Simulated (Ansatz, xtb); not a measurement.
# CH3AlClFGe: where a starting geometry ends

The starting geometry of this gas-phase singlet was built from a drawn formula by distance geometry and a force field; its bonds are those of `[F][Al]1[GeH2][C@@H]1Cl`.

```xyz
8

C    -0.9500   -0.2376   -0.3356
Al    0.5952   -0.5588    0.9069
Cl   -2.2841    0.6765    0.4740
F     1.4140   -1.2562    2.2403
Ge    0.3624    0.9486   -1.1553
H     0.5628    2.3745   -0.6208
H     1.3441    0.3024   -2.1850
H    -1.2830   -1.0968   -0.9895
```

Task: Where would you expect an optimisation with r2SCAN-D4/def2-SVP to take it?

Result: A new bond forms, giving a structure with Cl3 bridging Al2 and C1, given below by its coordinates. Contacts that close: Al2–Cl3 (3.16 → 2.39 Å).

The energy falls by 1.29 eV over 18 steps:

| step | E − E(last) (eV) |
| --- | --- |
| 1 | 1.287 |
| 3 | 0.295 |
| 5 | 0.194 |
| 7 | 0.189 |
| 9 | 0.172 |
| 10 | 0.145 |
| 12 | 0.055 |
| 14 | 0.002 |
| 16 | 0.000 |
| 18 | 0.000 |

Final geometry (Å):

```xyz
8

C    -0.7665   -0.4236   -0.4905
Al    0.4985   -0.4554    0.9647
Cl   -1.7237    0.4231    0.9916
F     0.9966   -1.3263    2.2860
Ge    0.6833    0.9697   -0.9156
H     0.1927    2.4016   -1.2002
H     1.4146    0.4124   -2.1530
H    -1.5340   -0.8489   -1.1480
```

From the same start GFN2-xTB reaches the same bonding as this run.

The end wasn't checked by frequencies. Run with Ansatz 0.2.0, 58 s on 2 threads of Intel(R) Xeon(R) Platinum 8259CL CPU @ 2.50GHz (Skylake/Cascade Lake), on a shared host.
